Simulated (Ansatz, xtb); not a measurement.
# Relative energy of two isomers of C2H8BeSi

We compare I, `[BeH][CH2][SiH2]C`, a singlet, with II, `[CH3][Be][SiH2]C`, a singlet. Both are isolated molecules in the gas phase, relaxed with r2SCAN-D4/def2-SVP; the shapes shown needn't be the lowest conformers.

I (Å):

```tsv
atom	x (Å)	y (Å)	z (Å)
C	-0.2138	-0.5470	0.5357
C	0.1456	2.3406	1.6161
Be	-0.6227	-0.1059	-1.0261
Si	-0.6895	0.6741	1.8844
H	-0.9558	0.2646	-2.2673
H	0.8798	-0.7168	0.6098
H	-0.6886	-1.5197	0.7777
H	-2.1775	0.8642	1.8871
H	-0.3140	0.1584	3.2421
H	1.2427	2.2334	1.5974
H	-0.1067	3.0484	2.4217
H	-0.1641	2.7977	0.6615
```

II (Å):

```yaml
atoms:
  - { symbol: C, position_ang: [1.5964, 1.4052, 1.8208] }
  - { symbol: C, position_ang: [0.8810, -0.6890, -2.6387] }
  - { symbol: Be, position_ang: [1.1123, 0.2879, 0.6661] }
  - { symbol: Si, position_ang: [0.4784, -1.1744, -0.8456] }
  - { symbol: H, position_ang: [1.0187, 1.3194, 2.7604] }
  - { symbol: H, position_ang: [2.6607, 1.2924, 2.1006] }
  - { symbol: H, position_ang: [1.4753, 2.4500, 1.4780] }
  - { symbol: H, position_ang: [-1.0039, -1.4183, -0.7547] }
  - { symbol: H, position_ang: [1.1065, -2.5157, -0.5780] }
  - { symbol: H, position_ang: [0.3907, 0.2583, -2.9135] }
  - { symbol: H, position_ang: [0.5369, -1.4643, -3.3413] }
  - { symbol: H, position_ang: [1.9655, -0.5601, -2.7816] }
```

Quicker runs give these differences E(II) − E(I): GFN2-xTB +26.2 kcal/mol; HF/STO-3G +0.5 kcal/mol (at GFN2-xTB geometries); r2SCAN-D4/def2-SVP//GFN2-xTB +5.3 kcal/mol.

Task: Estimate E(II) − E(I) at the level CCSD(T)/def2-SVP + ΔMP2/def2-TZVPP.

Result: Calculated at CCSD(T)/def2-SVP + ΔMP2/def2-TZVPP: E(II) − E(I) = +4.9 kcal/mol, so structure I lies lower.

The same difference at several levels:

```csv
level,geometry,E(II) − E(I) (kcal/mol),departure from the last row (kcal/mol),"job, with rough time for the two"
GFN2-xTB,GFN2-xTB,+26.2,+21.2,"optimisation, 0.26 s"
HF/STO-3G,GFN2-xTB,+0.5,−4.5,"single point, 0.26 s"
r2SCAN-D4/def2-SVP//GFN2-xTB,GFN2-xTB,+5.3,+0.4,"single point, 3.6 s"
r2SCAN-D4/def2-SVP,r2SCAN-D4/def2-SVP,+4.0,−0.9,"optimisation, 41 s"
HF/def2-SVP,r2SCAN-D4/def2-SVP,+4.7,−0.3,part of the CCSD(T) run
MP2/def2-SVP,r2SCAN-D4/def2-SVP,+6.9,+2.0,part of the CCSD(T) run
CCSD(T)/def2-SVP,r2SCAN-D4/def2-SVP,+5.0,+0.1,single point
CCSD(T)/def2-SVP + ΔMP2/def2-TZVPP,r2SCAN-D4/def2-SVP,+4.9,,"single point, 20 s"
```

As drawn, II has 1 Be–Si, 1 C–H in place of 1 C–Si, 1 Be–H.

HF/STO-3G finds them nearly level. The largest departure from CCSD(T)/def2-SVP + ΔMP2/def2-TZVPP is that of GFN2-xTB, 21.2 kcal/mol. A small imaginary or near-zero mode remains, so no thermal terms are given. The last row adds to CCSD(T) the change of the MP2 difference between the two basis sets, here −0.1 kcal/mol.

The correlated steps freeze 7 core orbitals; the last core shell of Be is correlated, in a basis made for valence electrons. Programs: Ansatz 0.2.0, xtb 6.7.1; the last row on 2 threads of Arm Neoverse V1 on a shared host.
